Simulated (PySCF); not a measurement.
H₂OSi, triplet, geometry from GFN2-xTB (a higher spin typed on purpose: for a closed-shell molecule this is an excited state); PBE/3-21G run with PySCF.

Input for PySCF:
```python
from pyscf import gto, scf, dft

mol = gto.M(
    atom='''
Si    0.06957115   -0.44374148    0.00392664
O    -0.17058125    1.08800809   -0.00962772
H    -0.99443389   -1.43247912   -0.00059018
H     1.38508776   -1.05920486    0.02263895
''',
    basis='3-21g',
    spin=2,
    verbose=4,
)

mf = dft.UKS(mol)
mf.xc = 'pbe'
mf.grids.level = 2
mf.kernel()
```

### Question
Write the output that PySCF gives for this input, abridged.

### Answer

```
PySCF version 2.14.0

[INPUT] verbose = 4
[INPUT] num. atoms = 4
[INPUT] num. electrons = 24
[INPUT] charge = 0
[INPUT] spin (= nelec alpha-beta = 2S) = 2
[INPUT] symmetry False subgroup None
[INPUT] Mole.unit = angstrom
[INPUT] Symbol           X                Y                Z      unit          X                Y                Z       unit  Magmom
[INPUT]  1 Si     0.069571150000  -0.443741480000   0.003926640000 AA    0.131470419671  -0.838549867309   0.007420274190 Bohr   0.0
[INPUT]  2 O     -0.170581250000   1.088008090000  -0.009627720000 AA   -0.322351844486   2.056037311411  -0.018193754004 Bohr   0.0
[INPUT]  3 H     -0.994433890000  -1.432479120000  -0.000590180000 AA   -1.879207701086  -2.706993215958  -0.001115278564 Bohr   0.0
[INPUT]  4 H      1.385087760000  -1.059204860000   0.022638950000 AA    2.617436524887  -2.001607095208   0.042781415248 Bohr   0.0

nuclear repulsion = 51.8381973116767
number of shells = 16
number of NR pGTOs = 48
number of NR cGTOs = 26
basis = 3-21g
ecp = {}

******** <class 'pyscf.dft.uks.UKS'> ********
method = UKS
initial guess = minao
damping factor = 0
level_shift factor = 0
DIIS = <class 'pyscf.scf.diis.CDIIS'>
diis_start_cycle = 1
diis_space = 8
diis_damp = 0
SCF conv_tol = 1e-09
SCF conv_tol_grad = None
SCF max_cycles = 50
direct_scf = True
direct_scf_tol = 1e-13
number electrons alpha = 13  beta = 11
XC library pyscf.dft.libxc version 7.1.2
    S. Lehtola, C. Steigemann, M. J. T. Oliveira, and M. A. L. Marques,  SoftwareX 7, 1–5 (2018)
XC functionals = pbe
    J. P. Perdew, K. Burke, and M. Ernzerhof,  Phys. Rev. Lett. 77, 3865 (1996)
    J. P. Perdew, K. Burke, and M. Ernzerhof,  Phys. Rev. Lett. 78, 1396 (1997)
    J. P. Perdew, K. Burke, and M. Ernzerhof,  Phys. Rev. Lett. 77, 3865 (1996)
    J. P. Perdew, K. Burke, and M. Ernzerhof,  Phys. Rev. Lett. 78, 1396 (1997)
radial grids:
    Treutler-Ahlrichs [JCP 102, 346 (1995); DOI:10.1063/1.469408] (M4) radial grids

becke partition: Becke, JCP 88, 2547 (1988); DOI:10.1063/1.454033
pruning grids: <function nwchem_prune>
grids dens level: 2
symmetrized grids: False
atomic radii adjust function: <function treutler_atomic_radii_adjust>
small_rho_cutoff = 0
Set gradient conv threshold to 3.16228e-05
tot grids = 33880
init E= -363.525647363075

cycle= 1 E= -363.270479110958  delta_E= 0.255  |g|= 0.717  |ddm|= 1.39

cycle= 2 E= -358.468990202621  delta_E=  4.8  |g|= 2.43  |ddm|= 7.12

cycle= 3 E= -363.542687071625  delta_E= -5.07  |g|= 0.208  |ddm|= 6.98

cycle= 4 E= -363.547913989741  delta_E= -0.00523  |g|= 0.147  |ddm|= 0.138

cycle= 5 E= -363.559496416984  delta_E= -0.0116  |g|= 0.0494  |ddm|= 0.118

cycle= 6 E= -363.560684846926  delta_E= -0.00119  |g|= 0.00678  |ddm|= 0.044

cycle= 7 E= -363.560727564577  delta_E= -4.27e-05  |g|= 0.000765  |ddm|= 0.0113

cycle= 8 E= -363.560727932851  delta_E= -3.68e-07  |g|= 0.000138  |ddm|= 0.00115

cycle= 9 E= -363.560727954706  delta_E= -2.19e-08  |g|= 3.29e-05  |ddm|= 0.000328

cycle= 10 E= -363.560727956346  delta_E= -1.64e-09  |g|= 3.66e-06  |ddm|= 9.41e-05

cycle= 11 E= -363.560727956355  delta_E= -9.61e-12  |g|= 3.99e-07  |ddm|= 5.81e-06

Extra cycle  E= -363.560727956354  delta_E= 1.14e-12  |g|= 1.24e-06  |ddm|= 1.67e-06
converged SCF energy = -363.560727956354  <S^2> = 2.0017055  2S+1 = 3.0011368
```
